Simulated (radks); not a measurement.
Question: The mean radii <r> (bohr) of the occupied orbitals of an atom or ion are listed with their occupations. Method: scalar-relativistic Kohn-Sham, PBE, spin-polarised, spherical densities, finite nucleus; Fermi nuclear charge, rms radius of each element as measured or else 0.836 A^(1/3) + 0.57 fm; computed with a radial shooting solver on a logarithmic mesh with Libxc functionals.

| orbital | occ. | <r> |
|---|---|---|
| 1s | 2 | 0.02971 |
| 2s | 2 | 0.1285 |
| 2p | 6 | 0.1122 |
| 3s | 2 | 0.3486 |
| 3p | 6 | 0.3471 |
| 3d | 10 | 0.3243 |
| 4s | 2 | 0.8481 |
| 4p | 6 | 0.9219 |
| 4d | 10 | 1.178 |
| 5s | 2 | 2.482 |

Name the element and its charge. Open shells, if any, are filled with parallel spins first.

Answer: Z = 49, indium, charge +1: In+ in [Kr] 4d10 5s2. The 1s radius gives Z: for a bare nucleus <r> = (2 gamma + 1)/(2Z) with gamma = sqrt(1 - (Z/c)^2), 0.02926 bohr for Z = 49, and screening makes it slightly larger (0.02971 here). The occupations add up to 48, and the charge is Z minus that.
